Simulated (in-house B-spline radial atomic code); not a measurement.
Configurations of Ti3+, with energies counted from [Ar] 3d1. Computed with an all-electron radial atomic-structure program (B-spline basis): non-relativistic B3LYP, spin-polarised, spherical fractional occupations, exact exchange averaged over the configuration, point nucleus. Shells without spins written out take the highest spin.

Occupations are held fixed; configurations that lie above the ionisation limit could autoionise.

```csv
configuration,E - E(ref) (eV),highest orbital,its <r> (bohr)
[Ar] 4p1,16.026,4p up,2.827
[Ar] 4d1,24.309,4d up,3.542
[Ne] 3s2 3p5 3d2,33.818,3d up,1.225
[Ne] 3s2 3p5 3d1 4p1,51.274,4p up,2.795
```

Question: Order these further configurations by energy, lowest first.
A. [Ar] 4s1
B. [Ne] 3s2 3p5 3d1 4s1
C. [Ne] 3s2 3p5 3d1 4f1
D. [Ar] 4f1

Answer: A (10.264 eV), D (29.642 eV), B (45.426 eV), C (65.126 eV).
